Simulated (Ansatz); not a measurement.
C₄H₉NO, singlet, geometry from GFN2-xTB; Ansatz (a quantum-chemistry and plane-wave program) with PBE0/pcseg-0.

The Ansatz input:
Ansatz 0.2 input:
```yaml
crystal:
  periodic: [false, false, false]
  atoms:
    - {symbol: C, position_ang: [-1.67455600, -0.50875225, -0.65152185]}
    - {symbol: N, position_ang: [-0.57423820, -0.00975140, 0.14149972]}
    - {symbol: C, position_ang: [-0.87074880, 0.32504409, 1.51281066]}
    - {symbol: C, position_ang: [0.67426111, 0.00070673, -0.38917510]}
    - {symbol: C, position_ang: [1.78259355, 0.45861670, 0.53422453]}
    - {symbol: O, position_ang: [0.88740968, -0.32986026, -1.54005177]}
    - {symbol: H, position_ang: [-2.45061873, 0.25342024, -0.75005450]}
    - {symbol: H, position_ang: [-1.28778547, -0.75947078, -1.63733600]}
    - {symbol: H, position_ang: [-2.10494216, -1.40240527, -0.19315026]}
    - {symbol: H, position_ang: [-0.34578039, 1.22873035, 1.82025037]}
    - {symbol: H, position_ang: [-0.59903385, -0.48754374, 2.19497815]}
    - {symbol: H, position_ang: [-1.94058207, 0.50525215, 1.60425030]}
    - {symbol: H, position_ang: [2.72770562, 0.34490980, 0.01075858]}
    - {symbol: H, position_ang: [1.65162685, 1.50613554, 0.79761250]}
    - {symbol: H, position_ang: [1.80050081, -0.13557811, 1.44457768]}
basis:
  gaussian:
    orbitals: pcseg-0.json
hamiltonian:
  xc: pbe0
```
The basis file holds pcseg-0 in the JSON format of the Basis Set Exchange.

It wrote (shortened):

```
Functional definition: PBE0
941 factors; integrals over basis functions are off by at most 5.3e-4 eV
mean field evaluation 1: about -7795.2942 eV, gradient 5.6e1 eV
mean field evaluation 2: about -7791.3377 eV, gradient 7.4e1 eV
mean field evaluation 4: about -7801.5993 eV, gradient 2.9e0 eV
mean field evaluation 8: about -7801.9786 eV, gradient 1.8e-1 eV
mean field evaluation 16: about -7801.9787 eV, gradient 3.6e-5 eV
mean field -7801.97872804 eV, -286.7174298843 hartree, gradient 3.6e-5 eV, S^2 0.000000; 0 other end points of the search recorded, 0 dependent functions left out
reference -7801.97875035 eV, -286.7174307041 hartree; 24, 24 occupied and 48, 48 virtual orbitals, 941 factors
Total energy: -7801.97875035 eV, -286.7174307041 hartree
```
